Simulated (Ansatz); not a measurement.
B₂H₄OSi, SMILES `B[SiH]1BO1`. Charge 0, multiplicity 1.

```json
{"atom": "B1", "x (Å)": "-1.369", "y (Å)": "-0.797", "z (Å)": "-0.502"}
{"atom": "Si2", "x (Å)": "-0.185", "y (Å)": "0.373", "z (Å)": "0.516"}
{"atom": "B3", "x (Å)": "1.617", "y (Å)": "0.687", "z (Å)": "-0.114"}
{"atom": "O4", "x (Å)": "1.452", "y (Å)": "-0.243", "z (Å)": "0.812"}
{"atom": "H5", "x (Å)": "-2.491", "y (Å)": "-0.464", "z (Å)": "-0.746"}
{"atom": "H6", "x (Å)": "-0.941", "y (Å)": "-1.798", "z (Å)": "-0.994"}
{"atom": "H7", "x (Å)": "-0.649", "y (Å)": "1.120", "z (Å)": "1.710"}
{"atom": "H8", "x (Å)": "2.567", "y (Å)": "1.122", "z (Å)": "-0.683"}
```

Task: Give the diagnostics of a CCSD(T)/def2-TZVPP run (frozen core, Ansatz 0.2.0). (An estimate is asked.)

Result: Computed: T1 = 0.0209, largest single amplitude 0.058, largest double 0.058, (T) share of the correlation energy 4.2 %, 13 CCSD cycles. The RHF solution is stable towards an unrestricted one. T1 lies over the customary mark of 0.02 for closed shells.
